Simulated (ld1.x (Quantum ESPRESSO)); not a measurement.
# Bi (Z = 83): variants of one TM potential

Base potential:

```json
{
  "Element": "Bi (Z = 83)",
  "Generator": "ld1.x (Quantum ESPRESSO) 7.5",
  "Type": "norm-conserving Troullier–Martins (Kleinman–Bylander form)",
  "Functional": "LDA (PZ)",
  "Relativity": "scalar-relativistic",
  "Frozen core": "[Xe] 4f14 5d10",
  "Valence charge": "5",
  "Reference configuration": "6s2 6p0 (charge +3)",
  "Partial waves": "6s (bound): rc 1.40 bohr; 6p (bound, empty): rc 2.15 bohr; 6d channel at 0.25 Ry: rc 2.25 bohr",
  "Local potential": "all-electron potential smoothed inside 1.80 bohr (lloc = -2)",
  "Core correction": "a·sin(br)/r model core inside 0.90 bohr"
}
```

Cutoffs, loose and tight: the cutoffs (Ry, on a coarse ladder) from which the occupation-weighted sum of valence levels, in a spherical-Bessel basis at the reference potential, stays within 10 and 1 mRy of its value at 400 Ry. They do not see the model core or the augmentation charge, which bear on the density cutoff. Test errors are all-electron minus pseudo excitation energies from the reference, over the configurations 6s2 6p3; 6s2 6p2; 6s2 6p1; 6s1 6p0; 6s2 6p2.5; 6s1 6p3; 6s0 6p5 (two spin-polarised tests are not counted in the largest error). A dash means not determined; rows that change the core or the reference have their own tests.

A true bound ghost makes a file unfit for plane-wave use even where its test errors are small: the radial tests pick states by their node count and pass the ghost by.

```tsv
change	outcome	cutoff, loose	cutoff, tight	bound ghosts	largest test error (meV)
base	generated	110 Ry	180 Ry	none	-184
core correction none	generated	110 Ry	180 Ry	none	+616
wave 6d channel at 0.25 Ry: rc 2.25 bohr becomes 6d channel at -0.01 Ry: rc 2.25 bohr	generated	110 Ry	180 Ry	none	-184
wave 6p (bound): rc 2.15 bohr becomes 6p (bound): rc 1.90 bohr	generated	110 Ry	180 Ry	none	-184
fully relativistic	generated	110 Ry	180 Ry	none	-193
local potential all-electron potential smoothed inside 1.02 bohr (lloc = -2)	generated	110 Ry	180 Ry	s, p	-235
wave 6d channel at 0.25 Ry: rc 2.25 bohr becomes 6d channel at 0.25 Ry: rc 3.08 bohr	generated	110 Ry	180 Ry	d	-184
type PAW; waves now 6s (bound): rcut 1.20, rcutus 1.40 bohr; 6s channel at -1.5 Ry: rcut 1.20, rcutus 1.40 bohr; 6p (bound): rcut 1.85, rcutus 2.15 bohr; 6p channel at 2.05 Ry: rcut 1.85, rcutus 2.15 bohr; 6d channel at 0.25 Ry: rcut 1.95, rcutus 2.25 bohr; 6d channel at 1.35 Ry: rcut 1.95, rcutus 2.25 bohr; local potential all-electron potential smoothed inside 1.10 bohr (lloc = -1); augmentation PSQ, inside the norm-conserving radii	failed: new_paw_hamiltonian: negative rho	–	–	–	–
wave 6s (bound): rc 1.40 bohr becomes 6s (bound): rc 1.62 bohr	generated	45 Ry	90 Ry	none	-182
reference 6s2 6p3	generated	100 Ry	180 Ry	d	-225
local potential the p channel	generated	110 Ry	180 Ry	none	-222
all radii but the core radius scaled by about 0.73 (s 1.02, p 1.58, d 1.64 bohr); local potential all-electron potential smoothed inside 1.32 bohr (lloc = -2)	failed: run_pseudo: Errors in PS-KS equation	–	–	–	–
```
